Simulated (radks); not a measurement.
The numbers below are computed, except where a source is named.
Species: W31+. Configuration: [Kr] 4d7. Code: a radial shooting solver on a logarithmic mesh with Libxc functionals. Model: scalar-relativistic Kohn-Sham, LDA (Slater exchange, Perdew-Wang correlation), spin-unpolarised, spherical densities, finite nucleus; Fermi nuclear charge, rms radius 5.3658 fm.

Normalised radial functions P(r) = r R(r), r in bohr:

r              3s      3d       4d
0.002582   0.6042  0.0005   0.0003
0.003283   0.6944  0.0009   0.0005
0.004173   0.7829  0.0018   0.0010
0.005348   0.8623  0.0034   0.0020
0.006798   0.9123  0.0065   0.0039
0.008642   0.9156  0.0124   0.0074
0.01107    0.8425  0.0237   0.0142
0.01408    0.6691  0.0441   0.0263
0.0179     0.3718  0.0807   0.0481
0.02293   -0.0692  0.1472   0.0875
0.02916   -0.5879  0.2563   0.1517
0.03706   -1.0994  0.4309   0.2534
0.0475    -1.4448  0.7038   0.4091
0.06038   -1.3948  1.0698   0.6099
0.07676   -0.8181  1.5184   0.8364
0.09836    0.2856  1.9949   1.0274
0.125      1.5138  2.3375   1.0543
0.159      2.3818  2.4122   0.7946
0.2021     2.4962  2.1319   0.1866
0.259      1.8693  1.5364  -0.6856
0.3292     1.0119  0.8813  -1.4363
0.4185     0.3774  0.3778  -1.7262
0.5363     0.0854  0.1075  -1.4230
0.6817     0.0117  0.0201  -0.8199
0.8667     0.0008  0.0021  -0.3129
1.111      0.0000  0.0001  -0.0682
1.412      0.0000  0.0000  -0.0082

3s: eigenvalue -3921.5 eV, 2 radial nodes at r = 0.0222, 0.0929 bohr, <r> = 0.200 bohr, 90 % of the charge inside 0.293 bohr. 3d: eigenvalue -2969.9 eV, 0 radial nodes, <r> = 0.181 bohr, 90 % of the charge inside 0.280 bohr. 4d: eigenvalue -1263.4 eV, 1 radial node at r = 0.214 bohr, <r> = 0.438 bohr, 90 % of the charge inside 0.639 bohr.
